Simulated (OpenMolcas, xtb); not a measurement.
# GaBH3ClO (SMILES O[B](Cl)[GaH2]): the HOMO–LUMO gap, rung by rung

GaBH3ClO: 7 atoms, total charge 0, spin state singlet. As SMILES, `O[B](Cl)[GaH2]`. Geometry: relaxed at PBE0-D4/def2-TZVP. This is one conformer, not always the lowest.

```xyz
7

O    -0.8455   -1.2291    0.9271
B    -0.0319   -0.6649    0.0179
Cl    0.8990   -1.7362   -1.0705
Ga    0.2024    1.4062   -0.1908
H    -0.8509   -2.1943    0.9059
H    -0.6913    2.2325   -1.1861
H     1.3180    2.1859    0.5965
```

Quantity: the HOMO–LUMO gap, in eV. The values are calculated.

```csv
level,kind,program,value (eV),CPU time
GFN0-xTB,semi-empirical,xtb,3.73,under 2 s
HF/6-31G* (spherical functions),Hartree–Fock,OpenMolcas,11.44,10 s
SVWN5/6-31G* (spherical functions),LDA,OpenMolcas,3.73,23 s
PBE/6-31G* (spherical functions),GGA,OpenMolcas,3.92,30 s
r2SCAN/6-31G* (spherical functions),meta-GGA,OpenMolcas,4.45,33 s
BHLYP/6-31G* (spherical functions),global hybrid,OpenMolcas,7.73,27 s
M06-2X/6-31G* (spherical functions),hybrid meta-GGA,OpenMolcas,7.42,35 s
B2PLYP/6-31G* (spherical functions),double hybrid,OpenMolcas,7.93,20 s
```

All-electron rows without a relativistic Hamiltonian named are non-relativistic. The values span 3.73 to 11.44 eV. Orbital gaps aren't excitation energies, and those of double hybrids come from the SCF part alone; they tend to grow with the share of exact exchange. Times are those of the runs behind each value, whatever else they computed, on shared processors of several kinds: orders of magnitude only.
